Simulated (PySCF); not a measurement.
C₂Cl₃, SMILES C(Cl)(=[C]Cl)Cl, multiplicity 2.

Coordinates come from a B3LYP-D3(BJ)/def2-SVP optimisation. The isomer is the one that the SMILES or the coordinates give; other isomers of the formula were not compared.

The numbers are results of PBE/def2-TZVP (PySCF), not measurements.

Gas-phase values at a fixed geometry.

Computed frontier levels, dipole moment and polarisability:
```
Item                                                                                                             Value
---------------------------------------------------------------------------------------------  -----------------------
α spin, highest occupied and lowest empty level                                                     -6.36 and -1.72 eV
β spin, highest occupied and lowest empty level                                                     -6.18 and -4.57 eV
dipole moment                                                                                                   0.83 D
quadrupole, principal values (traceless, Buckingham form, about the centre of nuclear charge)   -2.36, -1.10, 3.46 D·Å
mean static polarisability                                                                        63.5 bohr³ (9.40 Å³)
polarisability, principal values                                                                36.5, 62.8, 91.1 bohr³
⟨S²⟩                                                                                           0.758 (pure state 0.75)
```
